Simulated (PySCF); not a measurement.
Computed shifts of a molecule C4H2BrCl, B3LYP/pcSseg-1 run with PySCF, GIAO, gas phase, equivalent atoms averaged, in ppm (number of nuclei): ¹³C: 165.4 (1), 124.9 (1), 100.2 (1), 81.8 (1). ¹H: 6.29 (1), 3.99 (1). References: ¹³C against TMS (σ = 181.3 ppm); ³⁵Cl against HCl (σ = 933.3 ppm); ¹H against TMS (σ = 31.68 ppm), references at their B3LYP-D3(BJ)/def2-TZVP geometries, non-relativistic (without spin–orbit terms, shifts of atoms bonded to Cl or Br come out too high). Coordinates come from a r2SCAN-D4/def2-SVP optimisation. One conformer was computed; it need not be the lowest.

### Question
Pick the molecule that these values belong to.
A) C#C/C(Cl)=C\Br
B) C#C/C=C(/Cl)Br
C) C#C/C(Br)=C\Cl

### Answer
B, C#C/C=C(/Cl)Br
